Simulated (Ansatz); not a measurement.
cis-RuCl2(PF3)4 (P4RuCl2F12), relaxed as a singlet with RKS PBE-D4/def2-SVP in Ansatz, starting from the GFN2-xTB geometry. Force threshold 0.03 eV/Å.

In the def2 sets Ru takes a core potential; there is no spin–orbit coupling.

Start:

```xyz
19

Cl    0.8637   -1.6318   -1.8126
Cl    1.5183    1.7946   -1.3072
F     0.1619    2.9472    1.4858
F    -0.6484    1.1542    2.7295
F    -1.9595    2.0962    1.0371
F    -0.1399   -3.1195    0.5444
F    -1.8451   -2.4457   -0.9489
F    -1.9675   -1.9196    1.3010
F     1.6906   -0.8765    2.5834
F     3.2593    0.2670    1.2941
F     2.7589   -1.9625    0.8187
F    -1.2992    2.4018   -1.9757
F    -2.2287    0.3188   -2.4075
F    -0.2564    0.8887   -3.4642
P    -0.4910    1.5461    1.2079
P    -0.8953   -1.8068    0.1219
P     1.9867   -0.6193    1.0520
P    -0.8041    0.9107   -2.0047
Ru    0.2958    0.0563   -0.2548
```

```json
{"step": "1", "energy (eV)": "-97299.5117", "largest force component (eV/Å)": "1.390", "SCF passes": "23"}
{"step": "2", "energy (eV)": "-97300.0659", "largest force component (eV/Å)": "0.591", "SCF passes": "27"}
{"step": "3", "energy (eV)": "-97300.2443", "largest force component (eV/Å)": "0.829", "SCF passes": "27"}
{"step": "4", "energy (eV)": "-97300.2808", "largest force component (eV/Å)": "0.333", "SCF passes": "22"}
{"step": "5 (rejected)", "energy (eV)": "-97300.2633", "largest force component (eV/Å)": "0.784", "SCF passes": "21"}
{"step": "6", "energy (eV)": "-97300.2972", "largest force component (eV/Å)": "0.064", "SCF passes": "21"}
{"step": "7", "energy (eV)": "-97300.2985", "largest force component (eV/Å)": "0.082", "SCF passes": "21"}
{"step": "8", "energy (eV)": "-97300.3005", "largest force component (eV/Å)": "0.039", "SCF passes": "20"}
{"step": "9", "energy (eV)": "-97300.3008", "largest force component (eV/Å)": "0.196", "SCF passes": "20"}
{"step": "10", "energy (eV)": "-97300.3039", "largest force component (eV/Å)": "0.080", "SCF passes": "21"}
{"step": "11", "energy (eV)": "-97300.3161", "largest force component (eV/Å)": "0.056", "SCF passes": "27"}
{"step": "12 (rejected)", "energy (eV)": "-97300.3136", "largest force component (eV/Å)": "0.650", "SCF passes": "28"}
{"step": "13", "energy (eV)": "-97300.3234", "largest force component (eV/Å)": "0.095", "SCF passes": "21"}
{"step": "14", "energy (eV)": "-97300.3300", "largest force component (eV/Å)": "0.161", "SCF passes": "21"}
{"step": "15", "energy (eV)": "-97300.3329", "largest force component (eV/Å)": "0.473", "SCF passes": "21"}
{"step": "16", "energy (eV)": "-97300.3441", "largest force component (eV/Å)": "0.257", "SCF passes": "21"}
{"step": "17", "energy (eV)": "-97300.3568", "largest force component (eV/Å)": "0.050", "SCF passes": "21"}
{"step": "18", "energy (eV)": "-97300.3605", "largest force component (eV/Å)": "0.043", "SCF passes": "21"}
{"step": "19 (rejected)", "energy (eV)": "-97300.3532", "largest force component (eV/Å)": "0.424", "SCF passes": "28"}
{"step": "20", "energy (eV)": "-97300.3607", "largest force component (eV/Å)": "0.035", "SCF passes": "20"}
{"step": "21", "energy (eV)": "-97300.3623", "largest force component (eV/Å)": "0.068", "SCF passes": "21"}
{"step": "22", "energy (eV)": "-97300.3628", "largest force component (eV/Å)": "0.017", "SCF passes": "21"}
```

Force components are those of the run's own axes.

End:

```xyz
19

Cl    1.049   -1.724   -1.868
Cl    1.974    1.550   -1.135
F     0.100    2.951    1.211
F    -0.377    1.094    2.692
F    -2.029    1.807    1.058
F    -0.453   -3.017    0.780
F    -2.075   -2.218   -0.842
F    -2.125   -1.396    1.434
F     1.848   -1.796    2.106
F     2.632    0.498    2.002
F     3.384   -1.125    0.353
F    -1.298    2.364   -1.962
F    -2.323    0.206   -2.403
F    -0.240    0.800   -3.493
P    -0.466    1.466    1.136
P    -1.068   -1.646    0.252
P     2.046   -0.627    1.034
P    -0.892    0.822   -2.051
Ru    0.313   -0.008   -0.305
```

By distances, no bond broke or formed. The bond that changes most is Cl1–Ru19, from 2.37 to 2.44 Å (atoms count from 1).

No frequencies were taken in this run, so the end may be a saddle point.

Run time 55 s (2 threads of AMD EPYC 7R13 on a shared host and a share (18 GiB) of an NVIDIA H100 80GB HBM3), peak host memory 0.96 GiB.
